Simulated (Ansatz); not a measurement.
One change: `CS[SiH](Cl)Cl` becomes `Cl[SiH2]Cl`.

Ansatz, PBE0-D4/def2-TZVP geometries, multiplicity 1. Each molecule was computed in one conformer, which needn't be the lowest.

| property | `CS[SiH](Cl)Cl` |
| --- | --- |
| HOMO–LUMO gap (PBE/def2-TZVPP) / eV | 4.87 |
| zero-point energy (PBE0-D4/def2-TZVP) / kJ/mol | 136.6 |
| HOMO–LUMO gap (PBE0/def2-TZVPP) / eV | 7.05 |
| LUMO energy (PBE/def2-TZVPP) / eV | -1.39 |
| HOMO energy (PBE/def2-TZVPP) / eV | -6.27 |
| size of the dipole moment (B3LYP/def2-TZVPP) / D | 1.29 |

(1) What does the change do to each property? (Estimate.)

Results:

(1) Ansatz gave: 
```
                                        property  `Cl[SiH2]Cl`  shift
             HOMO–LUMO gap (PBE/def2-TZVPP) / eV          6.83   1.96
  zero-point energy (PBE0-D4/def2-TZVP) / kJ/mol          53.7  -82.9
            HOMO–LUMO gap (PBE0/def2-TZVPP) / eV          9.15   2.10
               LUMO energy (PBE/def2-TZVPP) / eV         -0.89   0.50
               HOMO energy (PBE/def2-TZVPP) / eV         -7.72  -1.45
size of the dipole moment (B3LYP/def2-TZVPP) / D          1.14  -0.15
```

With PBE0 the HOMO falls by 1.60 eV and the LUMO rises by 0.50 eV, so the gap widens by about 2.10 eV. PBE moves the HOMO by -1.45 eV and ωB97M-V by -1.65 eV. The zero-point energy changes by -82.9 kJ/mol with -12 modes. Dipoles are sizes alone; their direction can turn.

B3LYP here is the variant with VWN-RPA as its local correlation; programs differ in this.
